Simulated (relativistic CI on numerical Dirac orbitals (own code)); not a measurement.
## Ag³⁺ (4d8) in a crystal field

Calculated by Dirac-Coulomb-Breit CI, orbitals from a KLI potential per configuration, QED by a radiative potential, valence Slater integrals scaled by 0.9, one configuration in a parametric crystal field (own radial code). With so little scaling, terms lie 10 to 35 % too far apart, which can change the order of excited levels.

Field parameters in Wybourne normalisation: Oh B⁴₀ = 21Dq, B⁴₄ = √(5/14) B⁴₀. The field is a parameter set, without covalency.

S is read from ⟨S²⟩ = S(S + 1).

Levels (cm⁻¹, degeneracy): 0 (3), 14614 (2), 26964 (1), 29431 (2), 29439 (3), 30540 (3), 31170 (1), 40054 (3), 40074 (3), 40287 (1), 40530 (2), 44804 (3).

Task: Which field gives this pattern?
A. Oh, 10Dq = 44250 cm⁻¹
B. Oh, 10Dq = 25100 cm⁻¹
C. Oh, 10Dq = 34700 cm⁻¹
D. Oh, 10Dq = 29900 cm⁻¹

Result: D. Oh, 10Dq = 29900 cm⁻¹, ground level with S = 1.00.
